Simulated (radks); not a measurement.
Sn7+, 43 electrons, occupied as [Kr] 4d7 (the NIST ground configuration). Calculated with a radial shooting solver on a logarithmic mesh with Libxc functionals: Dirac Kohn-Sham, BLYP, spin-unpolarised, spherical densities, finite nucleus; open shells fill j = l - 1/2 first; Fermi nuclear charge, rms radius 4.6519 fm.

Normalised radial functions P(r) = r R(r) (large component), r in bohr:

```
   r/bohr * 4p1/2 (the largest magnitude, 1.23, reaches the edge; | marks zero)
 0.001475                             *
 0.001905                             *
 0.002461                             *
 0.003179                             *
  0.00414                             *
 0.005348                             |*
 0.006908                             |*
 0.008923                             |*
  0.01153                             | *
  0.01489                             |  *
  0.01923                             |   *
  0.02484                             |    *
  0.03209                             |      *
  0.04146                             |        *
  0.05355                             |         *
  0.06973                             |         *
  0.09007                             |      *
   0.1164                             | *
   0.1503                       *     |
   0.1942                *            |
   0.2508              *              |
    0.324                   *         |
   0.4185                             |  *
   0.5406                             |                 *
   0.6983                             |                          *
   0.9093                             |                        *
    1.175                             |                *
    1.517                             |       *
     1.96                             | *
    2.532                             *
     3.27                             *
```

4p1/2: eigenvalue -200.05 eV, 2 radial nodes at r = 0.125, 0.396 bohr, <r> = 0.840 bohr, 90 % of the charge inside 1.22 bohr.
